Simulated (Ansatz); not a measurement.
The same path of a periodic cell of 57 atoms, AlSi₃₆H₁₇Cl₃ (surface Si(111), H-covered but for one site, underside capped with H, adsorbate AlCl3) was run twice with different band settings.

Method: DFT PBE, scalar-relativistic, plane waves, PAW in Ansatz 0.2.0. Settings: PAW set soft_1, cutoff 420 eV, k mesh 1x1x1, gaussian smearing 0.02 eV, spin collinear.

Relaxed end points:

```xyz
57
Lattice="11.5188 0.0000 0.0000 5.7594 9.9755 0.0000 0.0000 0.0000 19.8688" Properties=species:S:1:pos:R:3
H 1.920 1.108 1.000
H 5.759 1.108 1.000
H 9.599 1.108 1.000
H 3.840 4.434 1.000
H 7.679 4.434 1.000
H 11.519 4.434 1.000
H 5.759 7.759 1.000
H 9.599 7.759 1.000
H 13.439 7.759 1.000
Si 1.920 1.108 2.500
Si 5.759 1.108 2.500
Si 9.599 1.108 2.500
Si 3.840 4.434 2.500
Si 7.679 4.434 2.500
Si 11.519 4.434 2.500
Si 5.759 7.759 2.500
Si 9.599 7.759 2.500
Si 13.439 7.759 2.500
Si -0.010 2.220 3.299
Si 3.831 2.222 3.266
Si 7.671 2.222 3.266
Si 1.909 5.549 3.262
Si 5.751 5.547 3.266
Si 9.592 5.548 3.264
Si 3.832 8.874 3.298
Si 7.668 8.874 3.298
Si 11.510 8.870 3.264
Si 0.018 2.157 5.654
Si 3.852 2.206 5.607
Si 7.699 2.204 5.607
Si 1.936 5.531 5.600
Si 5.774 5.535 5.606
Si 9.611 5.533 5.603
Si 3.899 8.879 5.653
Si 7.650 8.882 5.653
Si 11.532 8.860 5.603
Si -0.006 0.003 6.616
Si 3.835 -0.001 6.390
Si 7.682 -0.005 6.389
Si 1.917 3.325 6.388
Si 5.762 3.323 6.377
Si 9.604 3.324 6.389
Si 3.837 6.652 6.387
Si 7.677 6.654 6.389
Si 11.520 6.649 6.376
H 3.879 0.027 7.886
H 7.637 0.023 7.885
H 1.963 3.352 7.884
H 5.760 3.324 7.878
H 9.557 3.350 7.886
H 3.838 6.598 7.883
H 7.675 6.602 7.885
H 11.519 6.650 7.876
Al 11.516 -0.002 9.159
Cl 9.732 -1.030 9.782
Cl 13.302 -1.029 9.776
Cl 11.519 2.055 9.785
```

```xyz
57
Lattice="11.5188 0.0000 0.0000 5.7594 9.9755 0.0000 0.0000 0.0000 19.8688" Properties=species:S:1:pos:R:3
H 1.920 1.108 1.000
H 5.759 1.108 1.000
H 9.599 1.108 1.000
H 3.840 4.434 1.000
H 7.679 4.434 1.000
H 11.519 4.434 1.000
H 5.759 7.759 1.000
H 9.599 7.759 1.000
H 13.439 7.759 1.000
Si 1.920 1.108 2.500
Si 5.759 1.108 2.500
Si 9.599 1.108 2.500
Si 3.840 4.434 2.500
Si 7.679 4.434 2.500
Si 11.519 4.434 2.500
Si 5.759 7.759 2.500
Si 9.599 7.759 2.500
Si 13.439 7.759 2.500
Si -0.001 2.204 3.296
Si 3.838 2.206 3.275
Si 7.679 2.206 3.276
Si 1.917 5.533 3.258
Si 5.758 5.533 3.276
Si 9.600 5.533 3.258
Si 3.840 8.857 3.294
Si 7.677 8.857 3.295
Si 11.518 8.854 3.257
Si 0.001 2.186 5.649
Si 3.837 2.231 5.622
Si 7.684 2.231 5.623
Si 1.921 5.556 5.593
Si 5.760 5.567 5.623
Si 9.599 5.558 5.593
Si 3.880 8.911 5.646
Si 7.641 8.911 5.647
Si 11.519 8.885 5.591
Si -0.001 -0.008 6.603
Si 3.840 -0.011 6.389
Si 7.679 -0.011 6.389
Si 1.911 3.326 6.392
Si 5.759 3.327 6.393
Si 9.606 3.327 6.392
Si 3.829 6.657 6.389
Si 7.687 6.657 6.391
Si 11.518 6.651 6.364
H 3.893 -0.015 7.885
H 7.626 -0.015 7.884
H 1.934 3.370 7.888
H 5.759 3.326 7.893
H 9.584 3.374 7.888
H 3.799 6.612 7.885
H 7.716 6.614 7.887
H 11.518 6.649 7.864
Al 11.517 -0.005 9.126
Cl 11.499 -2.069 9.734
Cl 13.310 1.014 9.739
Cl 9.740 1.043 9.737
```

Common settings: climbing image yes; spring 5.0 eV/Å²; optimiser quadratic models (default); end points relaxed; atoms held 1 to 18.

| run | movable images | start path | force threshold | iteration limit |
| --- | --- | --- | --- | --- |
| 1 | 5 | IDPP | 0.05 eV/Å | 23 |
| 2 | 3 | default | 0.4 eV/Å | 50 |

Question: What does each run give, and how far can it be trusted?

Answer: Run 1: converged after 4 iterations, highest image 0.054 eV above the first end. The order of the point at the top wasn't checked.
Run 2: converged after 4 iterations, highest image 0.058 eV above the first end. The threshold of 0.4 eV/Å is loose, so the images may lie well off the minimum-energy path. The order of the point at the top wasn't checked.
Limits of this set-up: coarse k mesh, thin slab, slab without dipole correction, no dispersion correction for a molecule that may bind weakly, a typed lattice constant that wasn't relaxed here.
